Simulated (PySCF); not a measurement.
Au(Me)(CNMe), SMILES C[N+]#[C-]->[Au][CH3] (C3H6AuN), CAM-B3LYP/def2-SVP optimised geometry.

```
11

Au     1.25    -0.23     0.00
C      3.31    -0.23     0.00
H      3.71     0.79    -0.04
H      3.71    -0.78    -0.87
H      3.71    -0.70     0.91
C     -3.34    -0.23    -0.01
N     -1.92    -0.23     0.00
C     -0.76    -0.23     0.00
H     -3.71    -0.80    -0.87
H     -3.71     0.80    -0.08
H     -3.71    -0.69     0.92
```

Density from PySCF 2.14.0 with CAM-B3LYP/def2-TZVP, def2 effective core potentials past Kr at that geometry. The core electrons that the potentials of Au replace are not part of the density.

Minimum of the electron density along straight lines between bonded atoms, close to the bond critical point (lines longer than 1.1 times the sum of covalent radii, or with two minima, are not listed):

```csv
bond,length / Å,ρ at the minimum / e bohr⁻³,∇²ρ there / e bohr⁻⁵,position (fraction from the first atom)
C2–H3,1.102,0.266,-0.87,0.64
C2–H4,1.102,0.266,-0.87,0.64
C2–H5,1.102,0.266,-0.87,0.64
C6–N7,1.415,0.263,-0.54,0.35
N7–C8,1.161,0.461,-0.05,0.66
C6–H9,1.099,0.280,-0.99,0.65
C6–H10,1.099,0.280,-0.99,0.65
C6–H11,1.099,0.280,-0.99,0.65
```
